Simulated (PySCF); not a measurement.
The group X on BH2-X is varied. Isolated molecules, 0 K electronic values unless said otherwise. One relaxed conformer stands for each flexible species; it need not be the lowest. Strings in code marks are SMILES.

The four lowest singlet excitations (Tamm–Dancoff). These are PBE-D3(BJ)/def2-TZVP // M06-2X/def2-TZVP (PySCF) values and carry that method's errors. Excitations are Tamm–Dancoff values on a coarser integration grid. The basis has no diffuse functions, so Rydberg states are missing or too high.

```csv
state,energy (eV),wavelength (nm),oscillator strength
S1,4.26,291,0.051
S2,4.61,269,0.001
S3,5.66,219,0.005
S4,5.72,217,0.002
```

Problem. Which member gives these states?
A) `B[Si](C)(C)C`
B) `BCl`
C) `BOC`
D) `BC(=O)OC`

Solution. D, `BC(=O)OC`
